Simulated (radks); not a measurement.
Question: Species: Ta II. Configuration: [Kr] 4d10 4f14 5s2 5p5 5d3 6s1 6p1 (not the ground configuration). Method: scalar-relativistic Kohn-Sham, BP86, spin-polarised, spherical densities, finite nucleus; open shells are filled with parallel spins first (spin-orbit coupling, left out, can overturn this in heavy ions); Fermi nuclear charge, rms radius 5.3507 fm; computed with a radial shooting solver on a logarithmic mesh with Libxc functionals. Some entries of the table are withheld. Estimate them.

| orbital | occ. | eigenvalue (eV) | <1/r> (bohr^-1) | <r> (bohr) |
|---|---|---|---|---|
| 1s up | 1 | -67369.99 | 85.41 | 0.01866 |
| 1s down | 1 | -67369.88 | 85.41 | 0.01866 |
| 2s up | 1 | -11587.07 | 19.96 | 0.07896 |
| 2s down | 1 | -11586.88 | 19.96 | 0.07896 |
| 2p up | 3 | -10158.60 | 18.15 | 0.07056 |
| 2p down | 3 | -10158.40 | 18.15 | 0.07056 |
| 3s up | 1 | -2665.201 | 7.388 | 0.2048 |
| 3s down | 1 | -2665.107 | 7.388 | 0.2048 |
| 3p up | 3 | -2240.104 | 6.837 | 0.2048 |
| 3p down | 3 | -2239.992 | 6.837 | 0.2048 |
| 3d up | 5 | -1743.257 | 6.464 | 0.1856 |
| 3d down | 5 | -1743.098 | 6.463 | 0.1856 |
| 4s up | 1 | -554.5798 | 3.134 | 0.4588 |
| 4s down | 1 | -554.3361 | 3.134 | 0.4588 |
| 4p up | 3 | -415.1011 | 2.851 | 0.4877 |
| 4p down | 3 | -414.8550 | 2.851 | 0.4877 |
| 4d up | 5 | -236.3678 | 2.531 | 0.5233 |
| 4d down | 5 | -236.0586 | 2.532 | 0.5228 |
| 5s up | 1 | -87.3837 | 1.217 | 1.095 |
| 5s down | 1 | -85.0744 | 1.227 | 1.088 |
| 5p up | 3 | (1) | 1.025 | 1.277 |
| 5p down | 2 | (2) | 1.036 | 1.267 |
| 4f up | 7 | -38.9270 | (3) | 0.6384 |
| 4f down | 7 | -38.2630 | (4) | 0.6309 |
| 5d up | 3 | -15.6335 | 0.6786 | 1.905 |
| 6s up | 1 | -14.7648 | 0.4446 | 2.853 |
| 5d down | 0 | -12.3469 | 0.6765 | 1.930 |
| 6p up | 1 | (5) | 0.3478 | 3.615 |

Answer: 
(1) 5p up eigenvalue (eV): -53.4511
(2) 5p down eigenvalue (eV): -50.6585
(3) 4f up <1/r> (bohr^-1): 2.002
(4) 4f down <1/r> (bohr^-1): 2.016
(5) 6p up eigenvalue (eV): -8.7385
